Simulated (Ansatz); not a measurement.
C$_{3}$H$_{8}$Si (`C[SiH]1CC1`), relaxed with RKS PBE0-D4/def2-TZVP in the Gaussian-basis code of Ansatz from a PBE-D4/def2-SVP geometry. The force threshold is 0.005 eV/Å; the program also tests the step.

Total charge 0; spin multiplicity 1.

Start:

```xyz
12

C    -1.051    1.331   -0.823
Si    0.505    0.437   -0.257
C     0.494   -1.424   -0.037
C     0.478   -0.620    1.290
H    -1.111    2.351   -0.392
H    -1.086    1.421   -1.927
H    -1.946    0.766   -0.494
H     1.803    1.085   -0.630
H    -0.424   -1.986   -0.284
H     1.407   -2.004   -0.256
H    -0.449   -0.671    1.889
H     1.382   -0.684    1.920
```

(1) By how much does the energy fall, and how many steps does the optimiser take? (Estimate.)

(2) Which bonds change most? (Best estimate.)

(3) Give the relaxed structure. (Best estimate.)

Results:

(1) The calculation gave: 0.06 eV, in 5 steps.

(2) Computed: Si2–C4 from 1.875 to 1.844 Å; Si2–C3 from 1.875 to 1.844 Å; C1–Si2 from 1.881 to 1.862 Å; C3–H10 from 1.104 to 1.085 Å.

(3) Ansatz gave: 
```xyz
12

C    -1.041    1.319   -0.814
Si    0.491    0.424   -0.250
C     0.490   -1.409   -0.046
C     0.473   -0.604    1.280
H    -1.089    2.325   -0.390
H    -1.068    1.407   -1.903
H    -1.930    0.771   -0.494
H     1.768    1.073   -0.627
H    -0.411   -1.971   -0.271
H     1.392   -1.978   -0.247
H    -0.439   -0.676    1.866
H     1.364   -0.679    1.895
```
